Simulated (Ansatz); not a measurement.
A run for Ansatz (an electronic-structure program): U-B3LYP/def2-TZVPP on C9H18NO (SMILES CC1(C)CCCC(C)(C)N1[O]).

Ansatz 0.2 input:
```yaml
crystal:
  periodic: [false, false, false]
  atoms:
    - {symbol: O, position_ang: [0.01186584, 0.13183428, -2.17554942]}
    - {symbol: C, position_ang: [1.85550198, 1.27494986, -0.16363231]}
    - {symbol: C, position_ang: [1.31428752, -0.16470025, -0.23966247]}
    - {symbol: C, position_ang: [2.25859692, -1.01894244, -1.09374587]}
    - {symbol: C, position_ang: [1.17516054, -0.78969032, 1.15880847]}
    - {symbol: C, position_ang: [-0.02409066, -0.26660065, 1.94163785]}
    - {symbol: C, position_ang: [-1.29789640, -0.56557540, 1.15889850]}
    - {symbol: C, position_ang: [-1.32250201, 0.07425364, -0.23956591]}
    - {symbol: C, position_ang: [-2.40505352, -0.59630731, -1.09357859]}
    - {symbol: C, position_ang: [-1.59608708, 1.58774349, -0.16350673]}
    - {symbol: N, position_ang: [-0.01333367, -0.14674566, -0.93326350]}
    - {symbol: H, position_ang: [2.90301886, 1.26816134, 0.17470162]}
    - {symbol: H, position_ang: [1.80957035, 1.73371764, -1.16143574]}
    - {symbol: H, position_ang: [1.27913224, 1.90040892, 0.53219559]}
    - {symbol: H, position_ang: [3.24049606, -1.09021751, -0.60144482]}
    - {symbol: H, position_ang: [1.85396930, -2.03515575, -1.21554826]}
    - {symbol: H, position_ang: [2.38522871, -0.57836644, -2.09027709]}
    - {symbol: H, position_ang: [1.07141318, -1.88254535, 1.04666600]}
    - {symbol: H, position_ang: [2.11634695, -0.61775324, 1.70535314]}
    - {symbol: H, position_ang: [0.07395100, 0.81518986, 2.12980669]}
    - {symbol: H, position_ang: [-0.06767525, -0.74794172, 2.93173235]}
    - {symbol: H, position_ang: [-1.39230865, -1.65927631, 1.04675471]}
    - {symbol: H, position_ang: [-2.19280163, -0.22724703, 1.70550975]}
    - {symbol: H, position_ang: [-2.18970921, -1.66870350, -1.21540615]}
    - {symbol: H, position_ang: [-3.38373435, -0.48991136, -0.60120656]}
    - {symbol: H, position_ang: [-2.45049235, -0.14013525, -2.09010249]}
    - {symbol: H, position_ang: [-0.91661697, 2.09939447, 0.53227431]}
    - {symbol: H, position_ang: [-1.46850364, 2.03078602, -1.16131691]}
    - {symbol: H, position_ang: [-2.62773405, 1.76937598, 0.17490379]}
basis:
  gaussian:
    orbitals: def2-TZVPP
hamiltonian:
  xc: {name: B3LYP}
magnetization: {spin_polarized: true, initial_magnetization: 1}
```

The log:

```
WARN ansatz: RAYON_NUM_THREADS=8 ignored (pool sized by the plan → 8); use --threads N
Functional definition: B3LYP
integrals: 1.54 GiB planned
2988 factors; their error is unknown
mean field: 13.08 GiB planned
mean field evaluation 1: about -13143.5554 eV, gradient 7.3e1 eV
mean field evaluation 2: about -13127.0720 eV, gradient 9.0e1 eV
mean field evaluation 4: about -13167.6675 eV, gradient 7.5e0 eV
mean field evaluation 8: about -13167.8669 eV, gradient 5.7e-1 eV
mean field evaluation 16: about -13167.8145 eV, gradient 1.1e-3 eV
mean field -13167.81452908 eV, -483.9082584784 hartree, gradient 5.4e-5 eV, S^2 0.754472; 0 other end points of the search recorded, 0 dependent functions left out
reference -13167.81492225 eV, -483.9082729273 hartree; 44, 43 occupied and 549, 550 virtual orbitals, 2988 factors
Total energy: -13167.81492225 eV, -483.9082729273 hartree
```

Self-consistency was reached.

Cost: about 2.5 core-minutes (a rough figure).
